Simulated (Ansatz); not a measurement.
Start from `[F][W]([F])([F])([F])([F])[Cl]` and change one atom or group to get `[F][W]([F])([F])([F])([F])[F]`.

Ansatz, PBE0-D4/def2-TZVP geometries, multiplicity 1. 

Elements past krypton have def2 core potentials.

```csv
property,`[F][W]([F])([F])([F])([F])[Cl]`
LUMO energy (B3LYP/def2-TZVPP) / eV,-4.92
HOMO energy (PBE0/def2-TZVPP) / eV,-10.59
LUMO energy (PBE0/def2-TZVPP) / eV,-4.71
HOMO–LUMO gap (B3LYP/def2-TZVPP) / eV,5.39
HOMO energy (ωB97M-V/def2-TZVPP) / eV,-12.81
HOMO–LUMO gap (ωB97M-V/def2-TZVPP) / eV,10.25
```

Q: Give the same properties after the change, and the shifts. (An estimate is asked.)

A: The calculation gave: 
```tsv
property	`[F][W]([F])([F])([F])([F])[F]`	shift
LUMO energy (B3LYP/def2-TZVPP) / eV	-4.70	0.22
HOMO energy (PBE0/def2-TZVPP) / eV	-12.76	-2.17
LUMO energy (PBE0/def2-TZVPP) / eV	-4.45	0.26
HOMO–LUMO gap (B3LYP/def2-TZVPP) / eV	7.74	2.35
HOMO energy (ωB97M-V/def2-TZVPP) / eV	-15.26	-2.45
HOMO–LUMO gap (ωB97M-V/def2-TZVPP) / eV	13.06	2.81
```

With PBE0 the HOMO falls by 2.17 eV and the LUMO rises by 0.26 eV, so the gap widens by about 2.43 eV. PBE moves the HOMO by -1.57 eV and ωB97M-V by -2.45 eV.

B3LYP here is the variant with VWN-RPA as its local correlation; programs differ in this.
